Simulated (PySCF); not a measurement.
Geometries of 2 isomers of C7H5NOS, from PySCF, PBE0-D3(BJ)/def2-SVP geometry optimisation, gas phase. One conformer each, no zero-point energy, no frequencies.

Question: Which isomer lies lower at this level?
A.
```xyz
15
angstrom
C      2.486   -1.117   -0.876
C      2.712    0.212   -1.115
S      1.268    1.132   -0.992
C      0.326   -0.272   -0.615
C     -1.101   -0.182   -0.371
C     -2.002   -1.238   -0.026
N     -3.225   -0.809    0.121
O     -3.184    0.529   -0.115
C     -1.938    0.901   -0.405
C      1.123   -1.396   -0.590
H      3.271   -1.874   -0.903
H      3.653    0.705   -1.357
H     -1.786   -2.297    0.118
H     -1.784    1.957   -0.616
H      0.738   -2.393   -0.373
```
B.
```xyz
15
angstrom
O     -1.673   -2.319   -0.434
C     -2.138   -1.205   -0.322
C     -1.311   -0.026   -0.102
C     -1.751    1.276    0.038
S     -0.477    2.410    0.287
C      0.721    1.160    0.212
C      2.124    0.944    0.287
C      2.297   -0.418    0.117
N      1.079   -1.025   -0.054
C      0.109   -0.074    0.000
H     -3.240   -1.028   -0.387
H     -2.784    1.624    0.007
H      2.914    1.673    0.444
H      3.217   -0.999    0.108
H      0.891   -2.007   -0.206
```

Answer: B. That is `O=Cc1csc2cc[nH]c12`, 35.6 kcal/mol below the other.

| SMILES | atoms numbered as above | E (Eh) | relative (kcal/mol) | relative (kJ/mol) | dipole (D) |
| --- | --- | --- | --- | --- | --- |
| O=Cc1csc2cc[nH]c12 | [O:1]=[CH:2][c:3]1[cH:4][s:5][c:6]2[cH:7][cH:8][nH:9][c:10]12 | -796.91896 | 0.0 | 0.0 | 0.88 |
| c1csc(-c2cnoc2)c1 | [cH:1]1[cH:2][s:3][c:4](-[c:5]2[cH:6][n:7][o:8][cH:9]2)[cH:10]1 | -796.86222 | 35.6 | 149.0 | 3.11 |

As drawn, the lower has a C=O bond and an N–H bond, which the higher lacks; the higher has an N–O linkage, which the lower lacks.
